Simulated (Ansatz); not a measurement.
System: C2H9OSi2, net charge -1, singlet state. It need not be the lowest isomer of its formula. Whether it binds its extra electron was not tested at this geometry. 
Coordinates optimised at B3LYP-D3(BJ)/def2-TZVP (Ansatz, an electronic-structure program):
```xyz
14

C      2.3182     0.8676     0.2813
Si     1.3470    -0.8289     0.3768
O      0.0440    -0.3990    -0.7708
Si    -1.5201    -0.1933    -0.4825
C     -1.8891     1.1837     0.7508
H      3.3273     0.7479     0.6962
H      2.4121     1.2343    -0.7477
H      1.8148     1.6411     0.8722
H      2.2455    -1.5535    -0.6545
H     -2.2150    -1.4178     0.0290
H     -2.2210     0.1576    -1.7602
H     -2.9664     1.3098     0.8994
H     -1.4725     2.1340     0.4080
H     -1.4285     0.9426     1.7116
```
Charge -1, spin multiplicity 1.

Total electronic energies in hartree. Valence correlation only, unless marked. Spin-orbit coupling is left out. Non-relativistic. CBS marks a two-point X^-3 extrapolation of the correlation energy; Hartree-Fock from the larger set. [CCSD(T)-MP2]/basis is that difference in the basis named.

| level | program | energy (Eh) |
|---|---|---|
| HF/6-31G* | Ansatz | -733.72564 |
| HF/cc-pV(D+d)Z | Ansatz | -733.77967 |
| RI-HF/cc-pV(T+d)Z | Ansatz | -733.86718 |
| RI-HF/aug-cc-pV(Q+d)Z | Ansatz | -733.89039 |
| B3LYP/def2-TZVPD | Ansatz | -736.07152 |
| PBE0-D4/def2-TZVP | Ansatz + dftd4 | -735.59312 |
| LC-wPBE-D3(BJ)/def2-TZVPD | Ansatz + dftd3 | -735.75229 |
| LC-wPBE-D4/def2-TZVPD | Ansatz + dftd4 | -735.75567 |
| LC-wPBE/def2-TZVPD | Ansatz | -735.74055 |
| B2PLYP-D3(BJ)/def2-TZVPD | Ansatz + dftd3 | -735.65069 |
| MP2/aug-cc-pV(T+d)Z | Ansatz | -734.75232 |
| CCSD/cc-pwCVTZ | Ansatz | -734.79778 |
| CCSD(T)/aug-cc-pV(T+d)Z | Ansatz | -734.84684 |
| CCSD(T)/cc-pV(Q+d)Z | Ansatz | -734.89703 |
| RI-MP2/CBS(aug-cc-pV(T+d)Z,aug-cc-pV(Q+d)Z)+[CCSD(T)-MP2]/aug-cc-pV(T+d)Z | Ansatz | -734.9511 |

Totals of different functionals don't rank their quality; only differences between species are comparable.
